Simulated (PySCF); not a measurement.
One formula, C6H10OSi2, several structures.

PySCF, PBE0/def2-SVPD, density fitting, gas phase; each molecule at its own PBE0-D3(BJ)/def2-SVP geometry, one conformer. Singlet excitations by full TDDFT with frozen cores, triplets by Tamm–Dancoff TDDFT and ionisation energies by ΔSCF, from the lowest of the holes tried. 

Torsions of the conformers computed, which needn't be the lowest (atom-mapped SMILES):
- `[CH3:1][C:2]#[C:3][SiH2:4][C:5]#[C:6][SiH2:7][O:8][CH3:9]`: C6–Si7–O8–C9 54°
- `[cH:1]1[cH:2][o:3][c:4]([SiH:5]2[CH2:6][SiH2:7][CH2:8]2)[cH:9]1`: O3–C4–Si5–C6 -53°
- `[SiH3:1]/[CH:2]=[CH:3]/[SiH2:4][c:5]1[cH:6][cH:7][cH:8][o:9]1`: C2–C3–Si4–C5 115°, C3–Si4–C5–C6 -14°
- `[CH2:1]=[CH:2][C:3]1=[CH:4][SiH2:5][CH:6]=[CH:7][Si@@H:8]1[OH:9]`: C1–C2–C3–C4 172°, H–O9–Si8–C7 -71°

The conformers of `C#C[C@@H]1C=CC[Si@@H]1O[SiH3]` and `C#C[C@@H]1C=CC[Si@H]1O[SiH3]` aren't listed.

Reference: `CC#C[SiH2]C#C[SiH2]OC`, with HOMO energy -7.83 eV, LUMO energy -0.93 eV, lowest singlet excitation 5.33 eV, lowest triplet excitation 4.43 eV, mean polarisability 131.1 au and vertical ionisation energy 9.80 eV.

Changes against it:

| molecule | Δ electronic energy (kcal/mol) | Δ HOMO energy (eV) | Δ LUMO energy (eV) | Δ lowest singlet excitation (eV) | Δ lowest triplet excitation (eV) | Δ mean polarisability (au) | Δ vertical ionisation energy (eV) |
| --- | --- | --- | --- | --- | --- | --- | --- |
| C#C[C@@H]1C=CC[Si@H]1O[SiH3] | -45.5 | +0.64 | +0.81 | +0.48 | -0.20 | -12.0 | -0.86 |
| [SiH3]/C=C/[SiH2]c1ccco1 | -20.5 | +1.05 | -0.13 | -0.49 | -0.60 | +0.2 | -1.20 |
| C=CC1=C[SiH2]C=C[Si@@H]1O | -51.1 | +0.78 | -0.62 | -0.39 | -1.46 | -1.5 | -1.06 |

Rows whose labels were lost:

| row | Δ electronic energy (kcal/mol) | Δ HOMO energy (eV) | Δ LUMO energy (eV) | Δ lowest singlet excitation (eV) | Δ lowest triplet excitation (eV) | Δ mean polarisability (au) | Δ vertical ionisation energy (eV) |
| --- | --- | --- | --- | --- | --- | --- | --- |
| P | -49.2 | +1.12 | +0.41 | +0.20 | -0.65 | -7.3 | -1.35 |
| Q | -46.1 | +0.71 | +0.93 | +0.60 | -0.19 | -12.2 | -0.99 |

Problem. Which row belongs to which of `c1coc([SiH]2C[SiH2]C2)c1` and `C#C[C@@H]1C=CC[Si@@H]1O[SiH3]`?

Solution. P = `c1coc([SiH]2C[SiH2]C2)c1` and Q = `C#C[C@@H]1C=CC[Si@@H]1O[SiH3]`. P and Q are told apart most clearly by the LUMO energy (+0.41 against +0.93 eV); Q comes close to the labelled row of `C#C[C@@H]1C=CC[Si@H]1O[SiH3]` in every column.
